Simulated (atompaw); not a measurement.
**carbon (C) PAW (atompaw): all-electron and pseudo phase curves**

```json
{
  "Element": "C",
  "Generator": "atompaw 4.2.0.5",
  "Type": "PAW",
  "Functional": "LDA (PW92)",
  "Relativity": "scalar-relativistic",
  "Frozen core": "[He]",
  "Valence charge": "4",
  "Reference configuration": "2s2 2p1.5 (charge +0.5)",
  "Partial waves": "2s (bound): rc 3.00 bohr; 2s channel at 1.95 Ry: rc 1.05 bohr; 2p (bound): rc 3.00 bohr; 2p channel at 1.75 Ry: rc 3.00 bohr",
  "Local potential": "troulliermartins scheme with l = 2 at 1 Ry, radius 2.45 bohr",
  "Core correction": "smooth core density matched at 1.85 bohr",
  "Augmentation charge": "gaussian compensation charge, radius 2.90 bohr; PAW radius 3.00 bohr; waves and projectors: custom polynom vanderbiltortho"
}
```

The phase is arctan(r·u′/u) with u = r·R(r), unwrapped; energies in Ry, scanned from -3 to 5 Ry. A pole is an energy at which the radial function vanishes at the test radius. The pseudo phase is shifted by a multiple of π to meet the all-electron one at the reference energy, and phase errors are pseudo minus all-electron; the curves can meet again beyond the range given. Levels narrower than the energy grid can be missing from the lists of poles.

Task: For each channel, where are the poles, and over which energies does the pseudopotential scatter like the atom?

Result:

| channel | radius (bohr) | reference energy (Ry) | poles, all-electron | poles, pseudo | unbroken range about the reference energy with phases within 0.05 rad | phase error 1 Ry above the reference energy (rad) |
| --- | --- | --- | --- | --- | --- | --- |
| s | 3.00 | -1.41 | -1.27, 2.78 | -1.27, -1.10, 2.79 | below -1.1 | -3.137 |
| p | 3.00 | -0.80 | -0.61, 2.80 | -0.61, 2.84 | below 4.2 | +0.010 |

Note: ghost state, extra bound levels that the all-electron valence spectrum of the same l lacks: s at -14.9 eV. A true bound ghost makes a file unfit for plane-wave use.

Phases in the p channel:

```json
{"E (Ry)": "-3.00", "all-electron": "1.360", "pseudo": "1.361"}
{"E (Ry)": "-2.52", "all-electron": "1.335", "pseudo": "1.336"}
{"E (Ry)": "-2.04", "all-electron": "1.296", "pseudo": "1.298"}
{"E (Ry)": "-1.56", "all-electron": "1.220", "pseudo": "1.223"}
{"E (Ry)": "-1.08", "all-electron": "0.891", "pseudo": "0.896"}
{"E (Ry)": "-0.60", "all-electron": "-1.588", "pseudo": "-1.586"}
{"E (Ry)": "-0.12", "all-electron": "-1.857", "pseudo": "-1.851"}
{"E (Ry)": "0.36", "all-electron": "-2.122", "pseudo": "-2.109"}
{"E (Ry)": "0.84", "all-electron": "-3.011", "pseudo": "-2.977"}
{"E (Ry)": "1.32", "all-electron": "-4.195", "pseudo": "-4.191"}
{"E (Ry)": "1.80", "all-electron": "-4.510", "pseudo": "-4.510"}
{"E (Ry)": "2.28", "all-electron": "-4.634", "pseudo": "-4.632"}
{"E (Ry)": "2.76", "all-electron": "-4.707", "pseudo": "-4.703"}
{"E (Ry)": "3.24", "all-electron": "-4.766", "pseudo": "-4.755"}
{"E (Ry)": "3.72", "all-electron": "-4.825", "pseudo": "-4.803"}
{"E (Ry)": "4.20", "all-electron": "-4.904", "pseudo": "-4.857"}
{"E (Ry)": "4.68", "all-electron": "-5.057", "pseudo": "-4.930"}
```
